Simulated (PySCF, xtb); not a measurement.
W(OH)2(H)4 (H₆O₂W), SMILES [OH][WH4][OH], multiplicity 1.

GFN2-xTB (xtb) at its own geometry gives an orbital gap of 5.21 eV and a dipole moment of 2.60 D.

Geometry: PBE0-D3(BJ)/def2-SVP. A frequency run showed that this geometry is not a minimum. The spin state was assumed, not searched. The structure was generated by enumeration; whether it is a known compound was not checked. The def2 effective core potentials stand for the cores of W; spin–orbit coupling is left out. Other conformers were not sampled.

Q: What does PBE0/def2-TZVPD in PySCF give? (The exact figures need the calculation; the answer reports its results.)

A: gap 5.71 eV (levels -7.58 and -1.87 eV), dipole 1.24 D.
